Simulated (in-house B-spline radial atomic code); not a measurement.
Results of a calculation; reference values are marked as such.
Pd in an electron gas of r_s = 2: phase shifts, screening, friction and resistivity

A nucleus sits in a uniform electron gas with a rigid positive background. The Kohn-Sham equations are solved self-consistently in the spin-unpolarised LDA (PW92), non-relativistic, on B-splines with outgoing waves at the boundary and partial waves to l = 8. The model has no lattice, no bands and no magnetic solution. Atomic units; δ_l are the phase shifts at the Fermi level, counted so that each bound state adds π, and good to about 0.0005.

The density parameter is r_s = 2 bohr, near that of the valence electrons of Si (4 per atom, density 2.33 g/cm³, mass 28.09 u, which gives r_s = 2.01).

```tsv
l	δ_l (rad)
0	12.2309
1	9.6018
2	6.0743
3	0.0916
4	0.0175
5	0.0031
6	0.0006
7	0.0000
8	-0.0001
```

Bound levels below the band bottom (hartree): s -21.72, p -18.24, d -11.79, s -2.592, p -1.521 and deeper ones.

Check the Friedel sum rule, and say where the screening charge sits.

k_F = (9π/4)^(1/3)/r_s = 0.95958. The rule is Z = (2/π) Σ (2l + 1) δ_l. The terms are s 7.786, p 18.338, d 19.335, f 0.408 and 0.126 beyond, in all 45.994 against Z = 46. Bound states hold 8 s, 18 p, 10 d electrons, so the scattering states carry 9.99 in all; where a term is smaller than its bound count, the bound level has drawn weight out of the band.

Find the transport cross section and the electronic stopping of a 2 keV Pd ion (mass 106.42 u).

σ_tr = (4π/k_F²) Σ (l + 1) sin²(δ_l − δ_(l+1)). The terms for l = 0 to 3 are 0.2404, 0.2834, 0.2628, 0.0219, all together 0.8096, so σ_tr = 13.647 × 0.8096 = 11.049 bohr². With n = 3/(4π r_s³) = 0.02984, the friction coefficient is Q = n k_F σ_tr = 0.3164. For v well below v_F = 0.960, dE/dx = Q v; with 24801 eV per u at v = 1, v = √(2000/(24801 × 106.42)) = 0.0275, so dE/dx = 0.00871 hartree/bohr = 4.48 eV/nm. The largest term couples the p and d waves.

What residual resistivity would 1 atomic per cent of such centres give in a metal of this density?

Δρ = k_F n_i σ_tr/n in atomic units of 21.74 μΩ·cm. With one host atom per 4 electrons, n_i/n = 0.01/4, so Δρ = 0.9596 × 0.00250 × 11.049 × 21.74 = 0.58 μΩ·cm. This is an atom added to the gas, as on an interstitial site.

On a substitutional site the background of one host ion, a sphere holding 4 charges, is taken out. The phase shifts for l = 0 to 4 become 11.5481, 8.9115, 5.6776, -0.0671, -0.0187. What follows?

The Friedel sum is now 41.99, for Z − 4 = 42. The sum in σ_tr is 1.0505, so σ_tr = 14.34 bohr² and Δρ = 0.75 μΩ·cm per atomic per cent, 1.30 times the value above. A real host ion scatters too, so this model doesn't give zero even for the host's own atom.
